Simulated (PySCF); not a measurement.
# C²⁺: excitation energy

C²⁺ [He] 2s2 (1S) → C²⁺ [He] 2p2 (3P), as a difference of total energies. Computed with PySCF 2.14 in dyall-av3z (15s9p3d2f, 71 functions), with the spin-free X2C one-electron Hamiltonian (Gaussian nucleus). Correlated levels: valence: 1s2 frozen; virtual orbitals above 40 to 60 times the deepest correlated orbital energy dropped. The calculations carry no spin-orbit coupling.

| method | excitation energy (eV) |
| --- | --- |
| UHF | 15.410 |
| LDA | 13.972 |
| PBE | 14.087 |
| PBE0 | 14.596 |
| r2SCAN | 14.147 |
| BLYP | 14.146 |
| B3LYP | 14.575 |
| B97-3 | 14.843 |
| MN15 | 14.420 |
| MP2 (valence) | 16.448 |
| SCS-MP2 (valence) | 16.822 |

**Question.** How much does correlation contribute at MP2 (valence)?

**Answer.** 16.448 − (15.410) = 1.038 eV, measured against UHF.

A first-order spin-orbit estimate (lowest level to lowest level, LS coupling) adds -0.007 eV.
